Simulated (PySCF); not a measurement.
Geometries of 4 isomers of C3H7NSi, from PySCF, PBE0-D3(BJ)/def2-SVP geometry optimisation, gas phase. One conformer each, no zero-point energy, no frequencies.

Problem. Which isomer lies lowest at this level?
A.
```xyz
12
angstrom
C      2.744   -0.555    0.158
C      1.362   -0.120    0.074
C      0.203    0.255    0.001
Si    -1.559    0.777   -0.080
N     -2.714   -0.435    0.359
H      3.314   -0.235   -0.728
H      2.811   -1.652    0.223
H      3.238   -0.134    1.048
H     -1.849    1.192   -1.482
H     -1.736    1.926    0.855
H     -2.822   -1.238   -0.252
H     -2.752   -0.731    1.328
```
B.
```xyz
12
angstrom
C      2.115    1.060   -0.775
C      1.418    0.139   -0.408
C      0.561   -0.959    0.057
N     -0.523   -0.567    0.930
Si    -2.026    0.082    0.341
H      2.733    1.873   -1.107
H      0.140   -1.472   -0.826
H      1.197   -1.713    0.555
H     -0.201   -0.232    1.832
H     -2.955    0.148    1.507
H     -1.958    1.446   -0.280
H     -2.541   -0.857   -0.702
```
C.
```xyz
12
angstrom
C      2.456   -0.851    0.132
N      1.228   -0.727    0.401
Si     0.087    0.321   -0.391
C     -1.678   -0.239   -0.360
C     -1.343    0.884    0.642
H      2.989   -0.295   -0.669
H      3.084   -1.556    0.708
H      0.598    1.163   -1.508
H     -1.895   -1.224    0.068
H     -2.343    0.021   -1.191
H     -1.351    0.608    1.702
H     -1.793    1.865    0.453
```
D.
```xyz
12
angstrom
C     -2.463    0.840    0.449
C     -1.615   -0.068   -0.050
C     -0.164    0.081    0.050
N      0.646   -0.777   -0.421
Si     2.388   -0.662   -0.349
H     -3.547    0.721    0.369
H     -2.095    1.738    0.956
H     -1.968   -0.970   -0.560
H      0.169    1.008    0.573
H      2.916   -1.871    0.347
H      2.858    0.569    0.375
H      2.918   -0.639   -1.744
```

Solution. A. That is `CC#C[SiH2]N`, 4.3 kcal/mol below the next.

```csv
SMILES,atoms numbered as above,E (Eh),relative (kcal/mol),relative (kJ/mol),dipole (D)
CC#C[SiH2]N,[CH3:1][C:2]#[C:3][SiH2:4][NH2:5],-462.20295,0.0,0.0,2.30
C=C/C=N/[SiH3],[CH2:1]=[CH:2]/[CH:3]=[N:4]/[SiH3:5],-462.19604,4.3,18.1,1.94
C=N[SiH]1CC1,[CH2:1]=[N:2][SiH:3]1[CH2:4][CH2:5]1,-462.18359,12.1,50.8,1.26
C#CCN[SiH3],[CH:1]#[C:2][CH2:3][NH:4][SiH3:5],-462.15904,27.6,115.3,0.84
```

As drawn, the lowest has an Si–C bond, which the highest lacks.
